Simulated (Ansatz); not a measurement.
```xyz
8

C    -1.1004   -0.3426   -1.2927
C    -0.1845   -0.0549   -0.2158
N     0.5434    0.1730    0.6398
Cu    1.7107    0.5337    2.0102
Cl    3.0359    0.9401    3.5647
H    -1.1975   -1.4225   -1.4166
H    -0.7271    0.0919   -2.2217
H    -2.0805    0.0813   -1.0680
```

Charge 0, multiplicity 1.

**Question.** List the ωB97M-V/def2-TZVPP orbital energies in eV (Ansatz). (Best estimate.)

**Answer.** Ansatz gave: Occupied: -8804.32, -2769.37, -1063.17, -929.86, -929.84, -929.84, -396.91, -284.67, -284.03, -259.74, -197.18, -197.11, -197.11, -121.33, -79.67, -79.44, -79.44, -30.33, -25.92, -22.80, -18.69, -16.93, -16.91, -16.91, -14.01, -14.01, -11.15, -10.94, -10.94, -10.48, -10.48, -9.28, -8.86, -8.86. Lowest empty: 1.15, 1.23, 1.23, 2.20, 3.66, 3.66, 3.91, 4.07.
